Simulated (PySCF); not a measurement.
## Electronic structure of V (vanadium, neutral) at the UHF level

Configuration: [Ar] 3d3 4s2, high-spin 4F determinant. Calculation: PySCF 2.14, in aug-cc-pwCVTZ-DK (10s9p7d4f3g, 127 functions); the spin-free X2C one-electron Hamiltonian (Gaussian nucleus).

```json
{"Total energy": "-948.143140 hartree", "One-electron energy": "-1301.3297 hartree", "Hartree (Coulomb) energy": "397.8010 hartree", "Exchange energy": "-44.6144 hartree", "⟨S²⟩": "3.7630", "⟨L²⟩": "12.035", "Sum of ⟨r⟩": "21.62 bohr", "Sum of ⟨r²⟩": "47.25 bohr²", "Langevin diamagnetic susceptibility": "-37.4 ×10⁻⁶ cm³/mol"}
```

```json
{"shell": "1s β", "electrons": "1", "mean orbital energy (hartree)": "-202.86160", "rms radius, mean of both spins (bohr)": "0.0768"}
{"shell": "1s α", "electrons": "1", "mean orbital energy (hartree)": "-202.86033", "rms radius, mean of both spins (bohr)": "0.0768"}
{"shell": "2s α", "electrons": "1", "mean orbital energy (hartree)": "-24.18287", "rms radius, mean of both spins (bohr)": "0.332"}
{"shell": "2s β", "electrons": "1", "mean orbital energy (hartree)": "-24.12501", "rms radius, mean of both spins (bohr)": "0.332"}
{"shell": "2p α", "electrons": "3", "mean orbital energy (hartree)": "-20.08732", "rms radius, mean of both spins (bohr)": "0.303"}
{"shell": "2p β", "electrons": "3", "mean orbital energy (hartree)": "-20.03037", "rms radius, mean of both spins (bohr)": "0.303"}
{"shell": "3s α", "electrons": "1", "mean orbital energy (hartree)": "-3.32883", "rms radius, mean of both spins (bohr)": "1.02"}
{"shell": "3s β", "electrons": "1", "mean orbital energy (hartree)": "-3.11838", "rms radius, mean of both spins (bohr)": "1.02"}
{"shell": "3p α", "electrons": "3", "mean orbital energy (hartree)": "-2.15289", "rms radius, mean of both spins (bohr)": "1.11"}
{"shell": "3p β", "electrons": "3", "mean orbital energy (hartree)": "-1.89501", "rms radius, mean of both spins (bohr)": "1.11"}
{"shell": "3d α", "electrons": "3", "mean orbital energy (hartree)": "-0.50535", "rms radius, mean of both spins (bohr)": "1.51"}
{"shell": "4s α", "electrons": "1", "mean orbital energy (hartree)": "-0.24947", "rms radius, mean of both spins (bohr)": "3.89"}
{"shell": "4s β", "electrons": "1", "mean orbital energy (hartree)": "-0.21725", "rms radius, mean of both spins (bohr)": "3.89"}
```

Densities and radii are taken from the X2C orbitals without a picture-change correction, which distorts them close to the nucleus.

Spin-orbit constants ζ (cm⁻¹) from the X2C one-electron operator on these orbitals: bare nucleus, nucleus screened by l(l+1)(2l+1)/3 electrons, and screened by the Breit-Pauli mean field of the electrons.

```tsv
shell	bare	screened nucleus	mean field
2p	40720	37180	n/a
3p	4549	4153	n/a
3d	350.9	198.3	n/a
```

To first order the Landé constant is A = 66.10 cm⁻¹, so the lowest level has J = 3/2 and lies 0.0492 eV below the centre of the term. This holds in LS coupling only.
